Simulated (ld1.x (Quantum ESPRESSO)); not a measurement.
Before and after: TM potential for Ga

```
Element                 : gallium (Ga)
Generator               : ld1.x (Quantum ESPRESSO) 7.5
Type                    : norm-conserving Troullier–Martins (Kleinman–Bylander form)
Functional              : PBE
Relativity              : fully relativistic
Frozen core             : [Ar] 3d10
Valence charge          : 3
Reference configuration : 4s1.75 4p1.25
Partial waves           : 4s (bound): rc 1.90 bohr; 4p (bound): rc 2.50 bohr; 4d channel at -0.05 Ry: rc 2.10 bohr
Local potential         : all-electron potential smoothed inside 1.80 bohr (lloc = -1)
Core correction         : none
```

Open shells are filled in proportion to 2j + 1 (rel_dist='average').

Change: wave 4p (bound): rc 2.50 bohr becomes 4p (bound): rc 3.12 bohr.

Cutoffs: the cutoffs (Ry, on a coarse ladder) from which the occupation-weighted sum of valence levels, in a spherical-Bessel basis at the reference potential, stays within 10 and 1 mRy of its value at 400 Ry; they do not see the model core or the augmentation charge, which bear on the density cutoff. Errors are all-electron minus pseudo energies relative to the spin-unpolarised reference configuration.

Problem. What does the change do?

Solution. The potential gets neither clearly harder nor softer (12 Ry and 35 Ry → 12 Ry and 35 Ry); both files keep a bound ghost (d); of the 7 tests that both files solve, the error grows in 4 and shrinks in 1 by more than 15 % and 0.3 meV (median size 11.2 → 13.5 meV).

```tsv
quantity	base	changed
cutoff, loose	12 Ry	12 Ry
cutoff, tight	35 Ry	35 Ry
bound ghosts	d3/2, d5/2	d3/2, d5/2
error for 4s2 4p1, meV [ΔE -1.60 eV]	+1.0	+1.3
error for 4s2 4p0, meV [ΔE 4.09 eV]	+17	+15
error for 4s1 4p0, meV [ΔE 25.21 eV]	+64	+53
error for 4s2 4p0.5, meV [ΔE 0.43 eV]	+5.4	+5.5
error for 4s0 4p3, meV [ΔE 11.76 eV]	+72	+85
error for 4s1 4p2, meV [ΔE 4.93 eV]	+11	+14
error for 4s1 4p1, meV [ΔE 11.46 eV]	+6.0	+8.2
```

 A true bound ghost makes a file unfit for plane-wave use even where its test errors are small: the radial tests pick states by their node count and pass the ghost by.
